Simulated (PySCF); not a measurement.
H2Cl2Si. Atoms are numbered in the order given.

```xyz
5

Cl    -1.6824     0.0000    -0.4085
Si     0.0000     0.0000     0.7664
Cl     1.6824     0.0000    -0.4085
H      0.0000     1.2244     1.5799
H      0.0000    -1.2244     1.5799
```
Charge 0, spin multiplicity 1.

Coordinates come from a B3LYP-D3(BJ)/def2-TZVP optimisation.

The numbers are results of PBE0/def2-TZVPD (PySCF), not measurements.

Mulliken values depend strongly on the basis, most of all with diffuse functions as here. ESP charges are fitted to the potential on shells at 1.4 to 2.0 van der Waals radii. Atomic charges (e):

| atom | IAO | ESP fit | Mulliken |
|---|---|---|---|
| Cl1 | -0.31 | -0.07 | -0.26 |
| Si2 | 0.86 | 0.05 | 0.59 |
| Cl3 | -0.31 | -0.07 | -0.26 |
| H4 | -0.12 | 0.05 | -0.03 |
| H5 | -0.12 | 0.05 | -0.03 |
